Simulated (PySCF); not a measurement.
**UHF on Ag⁺ (silver, charge +1)**

Configuration: [Kr] 4d10, closed-shell 1S. Calculation: PySCF 2.14, in def2-SVP with the def2 core potential (28 electrons) (5s3p2d1f, 31 functions); scalar relativity through the core potential.

| Quantity | Value |
| --- | --- |
| Total energy | -145.850434 hartree |
| One-electron energy | -255.8774 hartree |
| Hartree (Coulomb) energy | 123.2679 hartree |
| Exchange energy | -13.2410 hartree |
| ⟨S²⟩ | 0.0000 |
| ⟨L²⟩ | 0.000 |
| Sum of ⟨r⟩ | 21.78 bohr |
| Sum of ⟨r²⟩ | 31.68 bohr² |
| Time after the integrals | 0.06 s of wall time on 1 thread of Intel(R) Xeon(R) 6975P-C (shared host) |

```csv
shell,electrons,mean orbital energy (eV),"rms radius, mean of both spins (bohr)"
4s,2,-125.88,0.984
4p,6,-83.799,1.08
4d,10,-22.026,1.51
```

Energies and moments cover only the electrons outside the core potential.
